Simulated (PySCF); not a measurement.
**Radial density of N⁺ (nitrogen, charge +1)**

M06-L, [He] 2s2 2p2, high-spin 3P determinant. Computed with PySCF 2.14 in aug-cc-pVDZ, with no relativity, point nucleus.

| r (bohr) | 4πr²ρ (e/bohr) | 4πr²(ρα − ρβ) |
| --- | --- | --- |
| 0.00476 | 0.05494 | 0.0001 |
| 0.00801 | 0.1492 | 0.0001 |
| 0.0135 | 0.3898 | 0.0004 |
| 0.0227 | 0.9720 | 0.0010 |
| 0.0381 | 2.216 | 0.0026 |
| 0.0641 | 4.381 | 0.0068 |
| 0.108 | 6.793 | 0.0213 |
| 0.181 | 7.103 | 0.0885 |
| 0.305 | 4.099 | 0.3450 |
| 0.513 | 2.127 | 0.9490 |
| 0.863 | 3.125 | 1.5499 |
| 1.45 | 2.192 | 1.0191 |
| 2.44 | 0.3570 | 0.1622 |
| 4.11 | 0.007636 | 0.0058 |
| 6.91 | 4.682e-05 | 0.0000 |
